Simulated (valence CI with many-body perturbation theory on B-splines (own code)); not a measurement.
E1 line list for Xe22+

Method: relativistic CI+MBPT: four valence electrons over a frozen Dirac-Fock core [Ar] 3d10, a basis of 11 s, 11 p, 10 d, 8 f, 5 g, 2 h functions for each j, with the one-electron correlation potential Σ1, the two-electron term Σ2, the three-electron term Σ3, Breit, model QED; selected CI, second order for the rest, scaled by the run's own slope (own B-spline code, finite nucleus).

No measured spectrum was set against this ion. As an estimate, levels hold to about 250 cm⁻¹ or 0.2 % of their energy and the worst to 1 %, as in measured heavy ions of charge 2 to 7; those with d or f electrons hold less well. Among the levels kept, up to 470 cm⁻¹ of a level comes from second order outside the variational space, and about a tenth of that is noise between levels of different J, which matters for small intervals.

Lines 51 to 100 of 568 in falling wavelength, among levels below 2159700 cm⁻¹, chosen from the strongest by gf and those to the six lowest levels. Wavelengths and rates use the calculated energies, so an error of 2000 cm⁻¹ moves a line at 19.43 nm by 0.39 % and its rate by three times that or more. Electric multipoles are in the length gauge, E1 and E2 with the static RPA response of the core. Weak lines are less certain than strong ones. Lines between different terms over intervals too small for the method are left out, as are lines whose strength nearly cancels. Where a level lies close to another of its J and parity, the split of strength between their lines is uncertain. The highest levels of a list are the least certain.

Levels are named by their leading jj configuration (3d3/2^4 stands for four electrons in 3d with j = 3/2), which in mixed levels can hold well under half, so a name can repeat and another be missing. Letters in brackets count levels of one name in rising energy.

```tsv
λ vac (nm)	Upper	Lower	A (s⁻¹)	S (a.u.)
19.43	(4p1/2^2 4p3/2 4d5/2) J=4	(4s 4p1/2 4p3/2 4d3/2) J=4	6.77e+09	2.21e-01
19.38	(4p3/2^3 4d5/2) J=4	(4s 4p3/2^2 4d5/2) J=4 [b]	1.43e+10	4.64e-01
19.33	(4s 4p3/2^2 4d5/2) J=5	(4s^2 4p3/2 4d5/2) J=4	1.31e+10	5.15e-01
19.33	(4p3/2^3 4d5/2) J=3	(4s 4p3/2^2 4d5/2) J=2 [b]	1.22e+10	3.05e-01
19.21	(4p1/2 4p3/2^2 4d5/2) J=5	(4s 4p1/2 4p3/2 4d5/2) J=4 [c]	8.60e+09	3.31e-01
19.18	(4s 4p1/2 4p3/2^2) J=3	(4s^2 4p1/2 4p3/2) J=2	5.30e+09	1.29e-01
18.88	(4p1/2 4p3/2^2 4d5/2) J=2 [a]	(4s 4p1/2 4p3/2 4d5/2) J=1 [c]	1.08e+10	1.79e-01
18.77	(4p1/2 4p3/2^2 4d3/2) J=4	(4s 4p1/2 4p3/2 4d3/2) J=3 [b]	6.23e+09	1.83e-01
18.75	(4p1/2^2 4p3/2 4d5/2) J=4	(4s 4p1/2 4p3/2 4d5/2) J=4 [a]	7.28e+09	2.13e-01
18.72	(4p3/2^3 4d5/2) J=4	(4s 4p3/2^2 4d5/2) J=3 [a]	4.31e+09	1.26e-01
18.64	(4s 4p3/2^2 4d3/2) J=4	(4s^2 4p3/2 4d3/2) J=3	8.56e+09	2.46e-01
18.61	(4s 4p3/2^2 4d5/2) J=3 [a]	(4s^2 4p3/2 4d5/2) J=2	7.58e+09	1.69e-01
18.56	(4p3/2^3 4d5/2) J=2	(4s 4p3/2^2 4d5/2) J=1 [a]	9.73e+09	1.54e-01
18.49	(4s 4p3/2^2 4d5/2) J=2 [b]	(4s^2 4p3/2 4d5/2) J=1	2.00e+10	3.12e-01
18.40	(4s^2 4p1/2 4d3/2) J=2	(4s^2 4p3/2^2) J=2	6.15e+09	9.46e-02
18.38	(4p1/2 4p3/2^3) J=2	(4s 4p1/2 4p3/2^2) J=2 [b]	1.63e+10	2.51e-01
18.38	(4s 4p3/2^2 4d5/2) J=1 [a]	(4s^2 4p3/2 4d5/2) J=2	1.34e+10	1.23e-01
18.25	(4s 4p1/2 4p3/2 4d5/2) J=2 [a]	(4s^2 4p1/2 4d3/2) J=2	8.75e+09	1.31e-01
18.24	(4s 4p1/2 4p3/2 4d5/2) J=3 [c]	(4s^2 4p1/2 4d5/2) J=2	1.42e+10	2.98e-01
18.24	(4p1/2 4p3/2^2 4d5/2) J=3 [b]	(4s 4p1/2 4p3/2 4d5/2) J=3 [e]	1.14e+10	2.38e-01
18.01	(4s 4p1/2 4p3/2 4d5/2) J=3 [d]	(4s^2 4p1/2 4d5/2) J=2	1.92e+10	3.87e-01
17.98	(4p1/2 4p3/2^2 4d3/2) J=3 [b]	(4s 4p1/2 4p3/2 4d5/2) J=3 [d]	8.52e+09	1.71e-01
17.83	(4s 4p1/2 4p3/2 4d3/2) J=3 [b]	(4s 4p3/2^3) J=2	8.90e+09	1.74e-01
17.82	(4s^2 4p1/2 4f5/2) J=3	(4s^2 4p3/2 4d5/2) J=3	1.21e+10	2.37e-01
17.78	(4s 4p1/2 4p3/2 4d3/2) J=2 [c]	(4s 4p3/2^3) J=2	1.20e+10	1.67e-01
17.78	(4s 4p1/2 4p3/2 4d5/2) J=4 [c]	(4s^2 4p1/2 4d5/2) J=3	2.31e+10	5.77e-01
17.68	(4p3/2^3 4d5/2) J=3	(4s 4p3/2^2 4d5/2) J=4 [b]	1.26e+10	2.40e-01
17.64	(4s 4p3/2^3) J=2	(4s^2 4p3/2^2) J=2	2.30e+10	3.11e-01
17.45	(4p1/2 4p3/2^2 4d5/2) J=3 [a]	(4s 4p1/2 4p3/2 4d5/2) J=2 [a]	9.36e+09	1.72e-01
17.41	(4p1/2^2 4p3/2 4d3/2) J=3	(4s 4p1/2^2 4d5/2) J=3	7.15e+09	1.30e-01
17.38	(4s 4p3/2^2 4d5/2) J=3 [a]	(4s^2 4p3/2 4d3/2) J=2	8.79e+09	1.59e-01
17.37	(4p1/2 4p3/2^2 4d3/2) J=2 [b]	(4s 4p1/2 4p3/2 4d3/2) J=3 [b]	1.51e+10	1.95e-01
17.36	(4s 4p3/2^2 4d5/2) J=4 [b]	(4s^2 4p3/2 4d3/2) J=3	8.63e+09	2.01e-01
17.35	(4p1/2 4p3/2^2 4d5/2) J=2 [a]	(4s 4p1/2 4p3/2 4d5/2) J=3 [c]	1.50e+10	1.93e-01
17.33	(4s 4p3/2^2 4d3/2) J=2 [c]	(4s^2 4p3/2 4d5/2) J=2	1.23e+10	1.58e-01
17.32	(4s 4p3/2^2 4d5/2) J=3 [c]	(4s^2 4p3/2 4d5/2) J=2	1.16e+10	2.08e-01
17.30	(4s 4p1/2^2 4p3/2) J=1	(4s^2 4p1/2^2) J=0	2.85e+10	2.18e-01
17.30	(4s 4p1/2 4p3/2^2) J=1 [a]	(4s^2 4p1/2 4p3/2) J=2	7.90e+08	6.06e-03
17.28	(4s 4p1/2 4p3/2 4d3/2) J=2 [d]	(4s^2 4p1/2 4d3/2) J=1	1.56e+10	1.99e-01
17.24	(4s^2 4p1/2 4d3/2) J=1	(4s^2 4p3/2^2) J=0	6.60e+09	5.01e-02
17.23	(4s 4p3/2^2 4d5/2) J=2 [a]	(4s^2 4p3/2 4d3/2) J=3	1.67e+10	2.11e-01
17.18	(4s^2 4p1/2 4f7/2) J=4	(4s^2 4p3/2 4d5/2) J=3	6.69e+09	1.51e-01
17.16	(4s 4p1/2 4p3/2^2) J=0	(4s^2 4p1/2 4p3/2) J=1	2.95e+10	7.37e-02
17.16	(4s 4p1/2 4p3/2^2) J=2 [b]	(4s^2 4p1/2 4p3/2) J=2	3.71e+10	4.63e-01
17.16	(4s 4p1/2 4d3/2^2) J=2	(4s 4p1/2 4p3/2 4d3/2) J=3 [b]	8.97e+09	1.12e-01
17.12	(4s 4p3/2^2 4d5/2) J=3 [b]	(4s^2 4p3/2 4d3/2) J=3	1.21e+10	2.10e-01
17.11	(4s 4p1/2 4p3/2 4d3/2) J=3 [b]	(4s^2 4p1/2 4d3/2) J=2	1.74e+10	3.02e-01
17.08	(4s^2 4p1/2 4f7/2) J=3 [a]	(4s^2 4p3/2 4d5/2) J=3	8.86e+09	1.52e-01
17.03	(4s 4p1/2 4p3/2 4d5/2) J=2 [b]	(4s^2 4p1/2 4d3/2) J=1	9.59e+09	1.17e-01
17.02	(4s 4p3/2^2 4d5/2) J=1 [b]	(4s^2 4p3/2 4d5/2) J=1	1.84e+10	1.34e-01
```
